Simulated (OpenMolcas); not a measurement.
# Cr3+ in a point-charge field

Cr3+ among 4 point charges of -1 e arranged as a tetrahedron (Td), 1.96 Å from the ion.

```
Program             : OpenMolcas
Method              : CASSCF
Basis               : ANO-RCC-VDZP [5s4p2d1f]
Scalar Hamiltonian  : DKH2, point nucleus
Active space        : 3 electrons in 5 orbitals (3d)
State averaging     : 2S+1 = 4 even, 10 roots; 2S+1 = 2 even, 40 roots
Spin-orbit coupling : RASSI with atomic mean-field integrals over the reference wave functions
```

The lowest spin-free states (labels of Td), above the lowest:

```csv
State,Degeneracy,E (cm-1),Free-ion L (%)
4T1,3,0.0,F (100)
4T2,3,908.3,F (100)
4A2,1,2036,F (100)
2E,2,17981,G (94)
2T2,3,18030,G (99)
4T1,3,18121,P (100)
2T1,3,18333,G (97)
2A1,1,18617,G (100)
2T1,3,23530,P (63)
2T1,3,23865,H (99)
2T2,3,24022,H (93)
2E,2,24042,H (94)
2T1,3,24877,H (62)
2E,2,26149,D (97)
2T2,3,26360,D (93)
2T1,3,41064,F (100)
2T2,3,41184,F (100)
2A2,1,41406,F (100)
2T2,3,64049,D (100)
2E,2,64363,D (100)
```

The lowest levels with spin-orbit coupling:

| E (cm-1) | Degeneracy | Label | 2S+1 | g |
| --- | --- | --- | --- | --- |
| 0.0 | 4 | Γ8 | 4 |  |
| 112.1 | 2 | Γ7 | 4 | 1.61 1.61 1.61 |
| 415.5 | 4 | Γ8 | 4 |  |
| 694.4 | 2 | Γ6 | 4 | 2.88 2.88 2.88 |
| 1176 | 2 | Γ7 | 4 | 3.61 3.61 3.61 |
| 1187 | 4 | Γ8 | 4 |  |
| 1391 | 2 | Γ6 | 4 | 0.88 0.88 0.88 |
| 1486 | 4 | Γ8 | 4 |  |
| 2516 | 4 | Γ8 | 4 |  |
| 18177 | 2 | Γ7 | 2 | 2.63 2.63 2.63 |
| 18190 | 4 | Γ8 | 2 |  |
| 18218 | 2 | Γ6 | 4 | 2.66 2.66 2.66 |
| 18333 | 4 | Γ8 | 4 |  |
| 18542 | 2 | Γ6 | 2 | 1.56 1.56 1.56 |
| 18577 | 4 | Γ8 | 2 |  |
| 18633 | 2 | Γ7 | 4 | 2.66 2.66 2.66 |
| 18639 | 4 | Γ8 | 4 |  |
| 18792 | 4 | Γ8 | 2 |  |
| 19016 | 2 | Γ6 | 2 | 3.53 3.53 3.53 |
| 23756 | 2 | Γ6 | 2 | 1.57 1.57 1.57 |

Powder χT (cm3 K/mol): 0.136 at 2 K, 0.158 at 10 K, 0.272 at 50 K, 0.434 at 100 K, 0.767 at 200 K, 1.07 at 300 K. The effective moment at 300 K is 2.828 √(χT) = 2.92 μB.

The lowest level has 2S+1 = 4, for which the spin-only value is χT = S(S+1) / 2 = 1.875 cm3 K/mol (g = 2). The computed 1.069 at 300 K differs by -0.806, through orbital momentum, spin-orbit coupling and any other state in reach. With a threefold ground state the orbital momentum is unquenched, so the spin-only value is not expected to hold.

A least-squares ligand-field fit to the states below 45000 cm-1, each weighted by its degeneracy and with a free common offset, gives 10Dq = -1157 cm-1 (negative for this site), B = 1146 cm-1 and C = 4322 cm-1 (C/B = 3.77), with an rms deviation of 64 cm-1.

An orbital triplet at a regular site is open to Jahn-Teller coupling, which can distort the site and quench the lowest spin-orbit gaps and is left out. Without dynamic correlation the repulsion within the d shell is too large (B by tens of per cent), so at a given field states of lower spin stand too high. The ground term spreads over less than 5000 cm-1, several times less than with real ligands, so orbital moments are less quenched and χT lies further from the spin-only value than at real sites. Point charges carry no covalency, so the field is a model and not that of real ligands. No measured value stands beside these numbers.

The RASSCF and RASSI steps took 11 s on 1 thread of Intel(R) Xeon(R) Platinum 8488C (Sapphire Rapids), with other jobs on the host; the integral step is not counted.
